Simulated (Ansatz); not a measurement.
A nudged elastic band was laid between two geometries of CH₄OSSi (8 atoms, charge 0, multiplicity 1).

The calculation used RKS B3LYP-D4/def2-SVP (Ansatz 0.2.0).

| Property | Result |
| --- | --- |
| movable images | 7 |
| climbing image | yes |
| spring | 5.0 eV/Å² |
| optimiser | quadratic models (default) |
| start path | through a guess of the saddle point |
| force threshold | 0.5 eV/Å |
| iteration limit | 60 |
| end points | relaxed |

Image 0:

```xyz
8
Properties=species:S:1:pos:R:3
O -1.245 1.332 0.342
C -1.030 1.071 -0.813
S 0.126 -0.163 -1.391
Si 0.796 -0.827 0.586
H -1.542 1.581 -1.662
H -0.341 -1.389 1.357
H 1.785 -1.892 0.267
H 1.451 0.288 1.314
```

Image 8:

```xyz
8
Properties=species:S:1:pos:R:3
O -1.421 1.842 1.139
C -1.974 2.363 0.301
S 0.398 0.261 -1.610
Si 0.745 -0.766 0.262
H -0.269 -0.766 -2.189
H -0.533 -1.169 0.915
H 1.586 -1.982 0.070
H 1.468 0.217 1.111
```

Problem. What changes between the two ends?

Solution. Bonds broken: C2–S3, C2–H5. Bonds formed: S3–H5. CH4OSSi becomes CO + H4SSi.

Problem. Give the energies along the band, and the barrier.

Solution. The forces met the threshold. The highest image is number 3 of 0 to 8, 53.4 kcal/mol above the first end and 43.7 kcal/mol above the last; the last end lies 9.6 kcal/mol above the first. The threshold of 0.5 eV/Å is loose, so the images may lie well off the minimum-energy path. Beside the main top the profile has a ripple of under 15 meV (maxima at images 3, 6), which may be a very shallow well or noise. Neighbouring images differ by up to 1.8 eV, so the band resolves the path poorly. The order of the stationary point at the top wasn't checked. The orbitals stay closed-shell, which can raise the energy where a bond breaks towards radicals; this wasn't checked here.

```csv
image,path coordinate (Å),energy (kcal/mol),C2–S3 (Å),C2–H5 (Å),S3–H5 (Å)
0,0.00,0.0,1.79,1.11,2.43
1,0.68,1.6,1.80,1.11,2.41
2,1.35,11.4,1.90,1.09,2.30
3,2.03,53.4,2.43,1.14,1.94
4,2.98,13.2,3.17,2.05,1.36
5,3.94,10.2,3.45,3.11,1.35
6,4.91,10.4,3.68,2.50,1.35
7,5.87,10.3,3.47,3.24,1.35
8,6.82,9.6,3.70,4.35,1.35
```

Problem. What is the geometry of the highest image?

Solution. 
```xyz
8
Properties=species:S:1:pos:R:3
O -1.608 1.653 0.503
C -1.486 1.318 -0.589
S 0.603 0.360 -1.376
Si 0.908 -0.785 0.407
H -1.312 0.648 -1.499
H -0.420 -1.120 1.015
H 1.629 -2.058 0.119
H 1.686 -0.017 1.420
```

Time of the run: 4.8 min on 2 threads of Arm Neoverse V1 (shared host), peak memory 0.17 GiB.
